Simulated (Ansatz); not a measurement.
Diatomic PdCl, multiplicity 2 (lowest of 2S+1 = 2, 4 at CCSD(T)/def2-TZVPP on PBE0 minima; our sources give no spin for the ground state, which may be another). No spin–orbit coupling.

The constants come from a fifth-degree fit in 1/R (seven points, main isotopes). In def2 and cc sets the state is the lowest found near the PBE0 minimum, followed along R.

Correlated levels freeze the inner cores; with def2 sets outer-core shells near the valence are correlated too.

Programs: Ansatz (Gaussian orbitals). Values without a source in brackets are computed. In def2 rows elements past Kr take small-core potentials, without spin–orbit coupling.

| level | r_e (Å) | ω_e (cm⁻¹) | ω_e x_e (cm⁻¹) | dipole (D) |
|---|---|---|---|---|
| SVWN5/def2-TZVPP | 2.167 | 394 | 1.5 | 3.66 |
| B97M-V/def2-TZVPP | 2.240 | 356 | 1.3 | 4.64 |
| B3LYP/def2-TZVPP | 2.252 | ? | 1.3 | 4.61 |
| PBE0/def2-TZVPP | 2.229 | 364 | 1.3 | 4.80 |
| BHLYP/def2-TZVPP | 2.268 | 354 | 1.2 | 5.58 |
| CAM-B3LYP/def2-TZVPP | 2.241 | 365 | 1.2 | 4.97 |
| B2PLYP/def2-TZVPP | 2.234 | 364 | 1.2 | - |
| CCSD(T)/def2-TZVPP | ? | ? | 1.2 | - |

Complete the blanks.


- CCSD(T)/def2-TZVPP, r_e (Å): 2.237
- CCSD(T)/def2-TZVPP, ω_e (cm⁻¹): 366
- B3LYP/def2-TZVPP, ω_e (cm⁻¹): 351

Ansatz is an electronic-structure program.
